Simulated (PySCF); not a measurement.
CH2Cl3Si, SMILES [CH2][Si](Cl)(Cl)Cl, multiplicity 2. Atoms are numbered in the order given.

```xyz
7

C      2.1104    -0.0570     0.0000
Si     0.2864    -0.0108     0.0000
Cl    -0.4452    -0.9442     1.6718
Cl    -0.4452    -0.9442    -1.6718
Cl    -0.4062     1.9228     0.0000
H      2.6855    -0.0464     0.9312
H      2.6855    -0.0464    -0.9312
```
Charge 0, spin multiplicity 2.

The structure is a stationary point at PBE0-D3(BJ)/def2-SVP. The isomer is the one that the SMILES or the coordinates give; other isomers of the formula were not compared.

These are SMD-B3LYP/6-31G* in PySCF values and carry that method's errors.

Solvation free energies are E(SMD) − E(gas) at the gas-phase geometry, for 1 M in both phases. In vacuum the dipole moment is 2.33 D.

Computed solvation free energies in water, tetrahydrofuran, 1-octanol:
```json
[
 {"solvent": "water", "ΔG(solv) (kcal/mol)": "0.1", "its non-electrostatic (CDS) part": "3.2", "dipole (D)": "3.05"},
 {"solvent": "tetrahydrofuran", "ΔG(solv) (kcal/mol)": "-3.8", "its non-electrostatic (CDS) part": "-1.3", "dipole (D)": "2.91"},
 {"solvent": "1-octanol", "ΔG(solv) (kcal/mol)": "-3.8", "its non-electrostatic (CDS) part": "-1.1", "dipole (D)": "2.94"}
]
```
